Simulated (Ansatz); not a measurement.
Basis-set extrapolation for AlClH$_{6}$SSi$_{2}$ (PBE0-D4/def2-TZVP geometry, frozen core, the Gaussian-basis code of Ansatz). Multiplicity 1, RHF reference.

|  | def2-TZVPP | def2-QZVPP |
| --- | --- | --- |
| HF | -1680.454204 | -1680.502482 |
| MP2 correlation | -0.696891 | -0.757607 |
| CCSD(T) correlation | -0.810454 | not run |

Energies in hartree. Use E(X) = E(∞) + A·exp(−7.88·√X) for Hartree–Fock and E(X) = E(∞) + B·X^(−2.97) for correlation, with X = 3 and 4, and add CCSD(T) minus MP2 of the smaller set to the MP2 limit.

Task: What is the CCSD(T) energy at the basis-set limit?

Result: HF limit: -1680.502482 + (-0.048278) × 0.13774 = -1680.50913. MP2 limit: -0.757607 + (-0.060716) × 0.74074 = -0.80258. Higher-order term: -0.810454 − (-0.696891) = -0.11356. Total: -1681.42527 hartree, 4.37 eV below CCSD(T)/def2-TZVPP.
